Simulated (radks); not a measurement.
The numbers below are computed, except where a source is named.
Task: The terbium ion Tb6+ is in [Xe] 4f5. Level of theory: scalar-relativistic Kohn-Sham, LDA (Slater exchange, Perdew-Wang correlation), spin-polarised, spherical densities, finite nucleus; Fermi nuclear charge, rms radius of each element as measured or else 0.836 A^(1/3) + 0.57 fm (a radial shooting solver on a logarithmic mesh with Libxc functionals). Open shells are filled with parallel spins first. One electron is removed from 5p, 5s, 4f, 4d in turn, with full relaxation. Which removal costs least, and what does each cost?

Result: 5p 109.82 eV; 4f 116.28 eV; 5s 137.66 eV; 4d 260.23 eV. The 5p electron leaves first.
